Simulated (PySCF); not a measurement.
Ga(H)(Me)(OMe) (C2H7GaO), SMILES [GaH]([CH3])[O]C. Heavy atoms are numbered as in [GaH:1]([CH3:3])[O:7][CH3:8]. Hydrogens are named by the atom that carries them.

Geometry optimised at r2SCAN-D4/def2-SVP. The structure was generated by enumeration; whether it is a known compound was not checked. The values are those of a single conformer.

All values below come from KT2/pcSseg-1 (PySCF).

GIAO shieldings, no solvent; atoms alike by connectivity are averaged. δ = σ(ref) − σ: ¹H against TMS (σ = 31.47 ppm); ¹³C against TMS (σ = 185.1 ppm); ¹⁷O against H2O (σ = 330.4 ppm), references at their B3LYP-D3(BJ)/def2-TZVP geometries, non-relativistic.

Computed chemical shifts:
| nucleus | atoms | count | δ (ppm) |
|---|---|---|---|
| ¹H | H on Ga1 | 1 | 6.11 |
| ¹H | H on C8 | 3 | 4.58 |
| ¹H | H on C3 | 3 | 0.47 |
| ¹³C | C8 (CH3) | 1 | 63.9 |
| ¹³C | C3 (CH3) | 1 | -2.0 |
| ¹⁷O | O7 | 1 | 161.5 |
